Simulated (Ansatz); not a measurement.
Mulliken charges of C$_{2}$F$_{2}$I$_{2}$ (`F/C(I)=C(\F)I`) from B3LYP/def2-TZVPP in Ansatz (PBE0-D4/def2-TZVP geometry).

```tsv
atom	x (Å)	y (Å)	z (Å)	charge (e)
F1	-0.670	-0.775	-1.540	-0.160
C2	-0.154	-0.568	-0.334	0.080
I3	0.258	-2.283	0.722	0.080
C4	0.047	0.683	0.077	0.080
F5	-0.275	1.687	-0.731	-0.160
I6	0.828	1.265	1.888	0.080
```

Problem. By hand: the dipole of these point charges (1 e Å = 4.8032 D).

Solution. Σ q r = (0.230, -0.218, 0.552) e Å, of length 0.636 e Å = 3.05 D.

Problem. How does the dipole of the full density compare? (An estimate is asked.)

Solution. Computed: (0.130, -0.123, 0.312) e Å, 1.73 D; the point charges give 1.76 times that, at 0° from its direction.

Point charges leave out the atoms' own dipoles, such as those of lone pairs, and Mulliken's split depends on the basis, so the two needn't agree.

B3LYP here is the variant with VWN-RPA as its local correlation; programs differ in this.
